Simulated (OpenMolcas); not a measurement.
## Te+: effect of the active space

```json
{"Program": "OpenMolcas", "Method": "CASSCF or its RAS form", "Basis": "ANO-RCC", "Scalar Hamiltonian": "DKH2, point nucleus", "Spin-orbit coupling": "RASSI with atomic mean-field integrals over the reference wave functions, term energies averaged over their components"}
```

A. 5 electrons in 8 orbitals (5s 5p 6s 6p); 2S+1 = 4 odd, 1 root; 2S+1 = 2 odd, 8 roots; 2S+1 = 4 even, 3 roots; 2S+1 = 2 even, 9 roots; cost of the order of 60 core-seconds
B. 3 electrons in 9 orbitals (RAS2 5p; RAS3 5d 6s, at most 1 electron); 2S+1 = 4 odd, 1 root; 2S+1 = 2 odd, 8 roots; 2S+1 = 4 even, 18 roots; 2S+1 = 2 even, 54 roots; cost roughly 2.6 core-minutes
C. 5 electrons in 9 orbitals (RAS2 5s 5p; RAS3 5d, at most 2 electrons); 2S+1 = 4 odd, 1 root; 2S+1 = 2 odd, 8 roots; 2S+1 = 4 even, 3 roots; 2S+1 = 2 even, 8 roots; cost of the order of 80 core-seconds

Energies in cm-1 above 5s2 5p3 4S* 3/2, the measured ground level; measured values from NIST Handbook of Basic Atomic Spectroscopic Data.

```csv
Level,A,B,C,Measured
5s2 5p3 4S* 3/2,0.0,0.0,0.0,0.0
5s2 5p3 2D* 3/2,13713,14503,13660,10222
5s2 5p3 2D* 5/2,16036,16200,15520,12422
5s2 5p3 2P* 1/2,22096,26390,23942,20547
5s2 5p3 2P* 3/2,25090,28805,26481,24032
```

Deviations, from unrounded energies. A percentage is the sum of absolute deviations over the sum of measured energies, with the sign that they share, or ± where signs differ.

```
                        Against measurement  Levels      A      B      C
             mean absolute deviation (cm-1)       4   2400   4700   3100
other terms of the ground configuration (%)       4  +14.4  +27.8  +18.4
```

A lies closest to measurement on these levels and B furthest from it. The largest miss of A in the table is 5s2 5p3 2D* 5/2, by +3600 cm-1. The ranking rests on the paired levels alone, and a cruder setting can come out closer through cancelling errors.

Among A to C the level of the table that moves most is 5s2 5p3 2P* 1/2, by 4300 cm-1 (lowest in A, highest in B).

Active for correlation alone: 6p 6s; no level in the range computed is led by a configuration that fills them, so any true level of that kind is missing (holds for A). With the s shell closed, the reference lacks s² → p² mixing (holds for B). The run also gave levels led by 5s2 5p2 5d, which use shells meant for correlation; these and all levels above them are left out (holds for C). Computed and measured levels are paired by configuration, term and J; levels that our copy of the source lacks, or whose pairing is in doubt (as where it misses far off the trend of its configuration), stay unpaired and out of the deviations. Levels of configurations outside the active space are missing. Levels that lie high or do not pair safely by name in every column are left out.

* marks odd parity.
